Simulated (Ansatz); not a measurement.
`[F][Sn]([F])([F])[GeH3]` + `NP(O)O` → `[NH2][Sn]([F])([F])[F]` + `O[P](O)[GeH3]`  (redistribution)

Computed with Ansatz on PBE0-D4/def2-TZVP structures; ΔE is electronic, products minus reactants. CCSD(T)/CBS is the MP2 limit (def2-TZVPP, def2-QZVPP) plus CCSD(T) − MP2 in def2-TZVPP, frozen cores. DFT in def2-TZVPP. Elements past krypton have def2 core potentials. For Ge, Sn outer-core shells are correlated without core-valence functions, which leaves a few kJ/mol of doubt a bond. Scalar relativity is left out up to krypton. Each species was taken in one conformer, which may not be the lowest.

```csv
level,ΔE (kcal/mol)
PBE-D4,22.2
PBE0-D4,23.3
r2SCAN,23.3
PBE0,23.7
HF/def2-SVP,26.2
CCSD/def2-SVP,21.4
SCS-MP2/def2-TZVPP,21.9
CCSD/def2-TZVPP,21.9
```

What does CCSD(T)/CBS give? (Best estimate.)

Computed: +22.6 kcal/mol. The listed levels differ from it by -0.4, 0.7, 0.7, 1.1, 3.6, -1.2, -0.7, -0.7 kcal/mol.

Largest T1 diagnostic among the species: 0.014.

From BLYP to BHLYP (50 % exact exchange), in def2-TZVPP and without D4, ΔE moves by +2.2 kcal/mol. At CCSD(T), def2-SVP lies −1.8 kcal/mol from the extrapolated value and def2-TZVPP −1.6 kcal/mol. Leaving LDA and LC-ωPBE aside and taking each functional with its dispersion term where it has one, the values, not all of them listed here, spread over 3.8 kcal/mol, from revPBE-D4 to BHLYP-D4. LDA lies +2.8 kcal/mol from PBE without D4.
